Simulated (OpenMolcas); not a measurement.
**Nb4+: effect of the metal basis**

Nb4+ with 6 ligands (bromide) in octahedral coordination (Oh) at 2.59 Å. A charge of +0.333 e stands 2.4 Å behind each ligand.

```yaml
Program: OpenMolcas
Method: CASSCF
Spin-orbit_coupling: state interaction with AMFI integrals over the reference wave functions
```

Fixed: ligand basis ANO-RCC-VDZP, active space 1 electron in 5 orbitals (4d), DKH2 Hamiltonian.

States (labels of O, the rotations of Oh). Energies in cm-1 above the lowest state or level, χT in cm3 K/mol; under a threefold ground state the first gap can be a small split of the lowest multiplet, not the spin-orbit step; 10Dq is the gap between the two states.

```csv
Run,Metal basis,Ground state,First state of that spin,10Dq,First gap with spin-orbit (degeneracies),χT at 300 K,Cost
A,ANO-RCC-VDZP,2T2,2E 19301,19301,"1016 (4, 2)",0.148,roughly 40 core-seconds
B,ANO-RCC-VTZP,2T2,2E 19249,19249,"1005 (4, 2)",0.150,roughly 60 core-seconds
```

Against A, |10Dq| changes by -0.3 % in B.

Costs are those of the RASSCF and RASSI steps.

An orbital triplet at a regular site is open to Jahn-Teller coupling, which can distort the site and quench the lowest spin-orbit gaps and is left out. With metal d orbitals alone the field can be off either way by tens of per cent. Ligand-to-metal charge-transfer states are missing. The least metal-like active orbital is 69 % on the metal (Löwdin) and no ligand orbital is active, so the numbers are rough (holds for A). The least metal-like active orbital is 71 % on the metal (Löwdin) and no ligand orbital is active, so the numbers are rough (holds for B). No measured value stands beside these numbers; the geometry is a model, was not optimised and need not be the one that this ion takes.
